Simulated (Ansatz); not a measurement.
Reaction (atomization): `[SiH3][GeH]1[S][S]1` → Ge• + 4 H• + 2 S• + Si•

Computed with Ansatz on PBE0-D4/def2-TZVP structures; ΔE is electronic, products minus reactants. CCSD(T)/CBS is the MP2 limit (def2-TZVPP, def2-QZVPP) plus CCSD(T) − MP2 in def2-TZVPP, frozen cores. This one scheme is used for every species, atoms too. No spin–orbit coupling; open shells (•) take unrestricted orbitals. Spin–orbit coupling would lower the free atoms: a little for S, Si; clearly for Ge. Bonds to Ge are less sure, by a few kJ/mol each and by 10 to 20 or more in all where they break to atoms, as the def2 sets lack core-valence functions. Scalar relativity is left out up to krypton.

```csv
species,MP2/CBS(def2) energy (Eh)
`[SiH3][GeH]1[S][S]1`,-3163.08227
Ge•,-2076.00527
H•,-0.50000
S•,-397.65134
Si•,-288.92319
```

Problem. Work out ΔE.

Solution. ΔE = 4 × (-0.50000) + 2 × (-397.65134) + (-2076.00527) + (-288.92319) − (-3163.08227) = 0.85113 Eh = +2234.6 kJ/mol. CCSD(T)/CBS gives +2218.7 kJ/mol.

Largest T1 diagnostic among the species: 0.013.

From PBE to PBE0 (25 % exact exchange), in def2-TZVPP and without D4, ΔE moves by −26.7 kJ/mol: exact exchange takes away binding that semilocal exchange gives to molecules. Leaving LDA and LC-ωPBE aside and taking each functional with its dispersion term where it has one, the values, not all of them listed here, spread over 123.6 kJ/mol, from BHLYP-D4 to B97M-V. LDA lies +338.5 kJ/mol from PBE without D4, its usual overbinding.

For atomizations the MP2-based limit and the directly extrapolated one differ by several kJ/mol either way, and by 10 to 25 for some Ge, Se and Sn compounds, so smaller differences from it don't rank the levels.
